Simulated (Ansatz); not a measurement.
Cost and result up the ladder for the cluster CaTe₂ (the lowest singlet isomer of a short search) (3 atoms). Charge 0, multiplicity 1. Geometry: r2SCAN-D4/def2-TZVP.

```xyz
3

Ca    0.461    0.911    1.261
Te   -1.095   -1.192    0.218
Te    0.634    0.282   -1.479
```

Ansatz on 4 threads of Intel Xeon on a shared host. Times are rough, and most runs start from the orbitals of an earlier one. r2SCAN0-D4/def2-TZVP serves as the yardstick here, not as an exact answer. Differences are given only for rows in sets of like size (and for xTB, whose basis is part of the method), since another set adds its own error. Binding counts from free atoms at the same level (Ca singlet, Te triplet; other spins of the atoms weren't run), without zero-point energy or a counterpoise term.

In the def2 sets Te takes a core potential; there is no spin–orbit coupling. LC-ωPBE has ω = 0.4 bohr⁻¹. Correlated methods freeze 13 core orbitals; core or outer-core shells of Ca, Te are correlated, in sets that lack core-valence functions. The structure comes from a short search, and lower isomers may exist.

Correlated methods converge slowly with the basis.

```json
{"level": "PBE-D4/def2-SVP", "functions": "76", "wall time": "0.91 s", "binding energy per atom (eV)": "2.09", "difference from r2SCAN0-D4/def2-TZVP (eV)": "–"}
{"level": "PBE-D4/def2-TZVP", "functions": "136", "wall time": "1.4 s", "binding energy per atom (eV)": "2.10", "difference from r2SCAN0-D4/def2-TZVP (eV)": "0.16"}
{"level": "BLYP-D4/def2-TZVP", "functions": "136", "wall time": "1.6 s", "binding energy per atom (eV)": "1.94", "difference from r2SCAN0-D4/def2-TZVP (eV)": "0.00"}
{"level": "PBE-D4/def2-TZVPD", "functions": "154", "wall time": "1.6 s", "binding energy per atom (eV)": "2.11", "difference from r2SCAN0-D4/def2-TZVP (eV)": "0.17"}
{"level": "LC-ωPBE/def2-TZVP", "functions": "136", "wall time": "2 s", "binding energy per atom (eV)": "1.85", "difference from r2SCAN0-D4/def2-TZVP (eV)": "-0.09"}
{"level": "PBE0-D4/def2-TZVP", "functions": "136", "wall time": "2.2 s", "binding energy per atom (eV)": "1.98", "difference from r2SCAN0-D4/def2-TZVP (eV)": "0.04"}
{"level": "r2SCAN-D4/def2-TZVP", "functions": "136", "wall time": "2.2 s", "binding energy per atom (eV)": "2.07", "difference from r2SCAN0-D4/def2-TZVP (eV)": "0.13"}
{"level": "MP2/def2-TZVP", "functions": "136", "wall time": "2.6 s", "binding energy per atom (eV)": "1.76", "difference from r2SCAN0-D4/def2-TZVP (eV)": "-0.18"}
{"level": "PBE0-D4/def2-TZVPD", "functions": "154", "wall time": "2.7 s", "binding energy per atom (eV)": "1.99", "difference from r2SCAN0-D4/def2-TZVP (eV)": "0.05"}
{"level": "r2SCAN0-D4/def2-TZVP", "functions": "136", "wall time": "2.7 s", "binding energy per atom (eV)": "1.94", "difference from r2SCAN0-D4/def2-TZVP (eV)": "0.00"}
{"level": "B2PLYP/def2-TZVP", "functions": "136", "wall time": "3.8 s", "binding energy per atom (eV)": "1.78", "difference from r2SCAN0-D4/def2-TZVP (eV)": "-0.16"}
{"level": "RPA@PBE/def2-TZVP", "functions": "136", "wall time": "4 s", "binding energy per atom (eV)": "1.35", "difference from r2SCAN0-D4/def2-TZVP (eV)": "-0.59"}
{"level": "PBE-QIDH/def2-TZVP (with forces)", "functions": "136", "wall time": "8 s", "binding energy per atom (eV)": "1.86", "difference from r2SCAN0-D4/def2-TZVP (eV)": "-0.08"}
{"level": "CCSD(T)/def2-TZVPP", "functions": "136", "wall time": "15 s", "binding energy per atom (eV)": "1.63", "difference from r2SCAN0-D4/def2-TZVP (eV)": "-0.31"}
```
